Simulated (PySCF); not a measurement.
## The second ionisation energy along the halogens

All values are computed (PySCF 2.14, energy differences of UHF-based or UKS calculations, no spin-orbit coupling). Values in eV. The last column holds reference values (NIST; (s) semi-empirical, (t) theoretical, else measured). Unmarked ones compare directly (S terms, centres of terms, or small fine structure); those marked * lie between the lowest fine-structure levels and include a spin-orbit shift.

```json
{"element": "Cl (def2-SVP, non-relativistic)", "configurations": "[Ne] 3s2 3p4 → [Ne] 3s2 3p3", "UHF": "22.733", "MP2 (valence)": "23.179", "SCS-MP2 (valence)": "23.213", "CCSD (valence)": "23.180", "CCSD(T) (valence)": "23.185", "reference": "23.771"}
{"element": "Br (def2-SVP, non-relativistic)", "configurations": "[Ar] 3d10 4s2 4p4 → [Ar] 3d10 4s2 4p3", "UHF": "20.306", "MP2 (valence)": "20.723", "SCS-MP2 (valence)": "20.745", "CCSD (valence)": "20.741", "CCSD(T) (valence)": "20.751", "reference": "21.409"}
{"element": "I (def2-SVP with the def2 core potential (28 electrons), ECP)", "configurations": "[Kr] 4d10 5s2 5p4 → [Kr] 4d10 5s2 5p3", "UHF": "17.638", "MP2 (valence)": "17.992", "SCS-MP2 (valence)": "18.002", "CCSD (valence)": "18.017", "CCSD(T) (valence)": "18.023", "reference": "18.750"}
```

```csv
method,elements,mean error (eV),mean absolute error (eV),largest error (eV)
UHF,3,-1.084,1.084,-1.111
MP2 (valence),3,-0.678,0.678,-0.757
SCS-MP2 (valence),3,-0.656,0.656,-0.747
CCSD (valence),3,-0.664,0.664,-0.733
CCSD(T) (valence),3,-0.657,0.657,-0.727
```

Errors include the incompleteness of the basis and the frozen core.

"Valence" correlates the outer s and p shells and, in groups 3 to 12 and the f block, the outer d or f shell, open or full, or the next shell where the ion has no valence electron left; the wider scheme adds the next inner shell.
